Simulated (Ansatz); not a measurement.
## Cost against result

Saddle point of SnPH7O, singlet (SnH₄O ([OH][SnH3]) + PH₃ → SnPH₅ ([PH2][SnH3]) + H₂O; bonds formed: Sn1–P7, O2–H6; bonds broken: Sn1–O2, H6–P7), PBE0-D4/def2-TZVP structure:

```xyz
10
angstrom
Sn -0.7840 0.9979 -0.6474
O 0.5226 0.7869 1.0196
H -0.1354 0.4942 -2.1336
H -0.6619 2.7112 -0.5544
H -2.3381 0.4977 -0.2054
H 0.5546 -0.3296 0.7676
P -0.0142 -1.8893 -0.0688
H 1.3814 1.2303 0.9930
H 0.1261 -2.4091 1.2467
H 1.3489 -2.0902 -0.4173
```

Barriers are electronic and count from the start structure reached by relaxing down the imaginary mode.

Ansatz 0.2.0; basis: as named in each row; cores frozen in the correlated methods. Filled d shells of the heavier atoms are correlated. Core potentials replace the inner electrons of the atoms past krypton. The def2 sets are not built for correlating such inner shells, so the correlated values are less sure here. B3LYP uses VWN-RPA correlation. Extrapolation: Hartree–Fock as exp(−7.88 √X), correlation as X^−2.97.

Times are rough, for one single point on 4 threads of a shared host (Intel Xeon Platinum 8375C).

The estimate by CCSD(T) at an estimated basis limit (MP2 extrapolated from triple and quadruple zeta, plus CCSD(T) − MP2 in triple zeta) is 32.59 kcal/mol.

| method | basis | time (s) | barrier (kcal/mol) | method less estimate |
| --- | --- | --- | --- | --- |
| SPW92 | def2-SVP | under 1 | 13.89 | -18.70 |
| PBE-D4 | def2-SVP | under 1 | 20.97 | -11.62 |
| PBE0-D4 | def2-SVP | 1 | 25.04 | -7.54 |
| SPW92 | def2-TZVPP | 1 | 17.74 | -14.85 |
| PBE-D4 | def2-TZVPP | 2 | 24.14 | -8.45 |
| BLYP-D4 | def2-TZVPP | 2 | 28.98 | -3.60 |
| BHLYP-D4 | def2-TZVPP | 2 | 36.30 | 3.72 |
| B3LYP-D4 | def2-TZVPP | 2 | 31.69 | -0.90 |
| PBE0-D4 | def2-TZVPP | 3 | 27.92 | -4.67 |
| CAM-B3LYP-D4 | def2-TZVPP | 3 | 33.80 | 1.21 |
| CCSD(T) | def2-SVP | 3 | 34.91 | 2.32 |
| r2SCAN-D4 | def2-TZVPP | 4 | 27.80 | -4.79 |
| r2SCAN0-D4 | def2-TZVPP | 4 | 30.16 | -2.42 |
| wB97M-V | def2-SVP | 4 | 28.97 | -3.62 |
| B2PLYP | def2-TZVPP | 6 | 33.31 | 0.72 |
| PBE-QIDH | def2-TZVPP | 6 | 31.48 | -1.11 |
| RPA on PBE | def2-TZVPP | 6 | 35.37 | 2.79 |
| B97M-V | def2-TZVPP | 6 | 31.39 | -1.19 |
| wB97X-V | def2-TZVPP | 6 | 34.12 | 1.53 |
| wB97M-V | def2-TZVPP | 6 | 32.46 | -0.13 |
| MP2 | def2-QZVPP | 17 | 31.84 | -0.75 |
| CCSD(T) | def2-TZVPP | 66 | 34.10 | 1.51 |

All methods are single points on the PBE0-D4 structures.

The T1 diagnostic stays at or below 0.015.

Labels in which every atom is bracketed show which atoms are joined, not bond orders.
